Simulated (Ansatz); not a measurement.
Basis-set extrapolation for C₂H₆N₂OSi, SMILES `O=C[SiH]1NCN1` (PBE0-D4/def2-TZVP geometry, frozen core, Ansatz). Multiplicity 1, RHF reference.

|  | def2-TZVPP | def2-QZVPP |
| --- | --- | --- |
| HF | -552.035826 | -552.057590 |
| MP2 correlation | -1.077558 | -1.155617 |
| CCSD(T) correlation | -1.159012 | not run |

Energies in hartree. Use E(X) = E(∞) + A·exp(−7.88·√X) for Hartree–Fock and E(X) = E(∞) + B·X^(−2.97) for correlation, with X = 3 and 4, and add CCSD(T) minus MP2 of the smaller set to the MP2 limit.

Q: What is the CCSD(T) energy at the basis-set limit?

A: HF limit: -552.057590 + (-0.021764) × 0.13774 = -552.06059. MP2 limit: -1.155617 + (-0.078059) × 0.74074 = -1.21344. Higher-order term: -1.159012 − (-1.077558) = -0.08145. Total: -553.35548 hartree, 100.8 kcal/mol below CCSD(T)/def2-TZVPP.
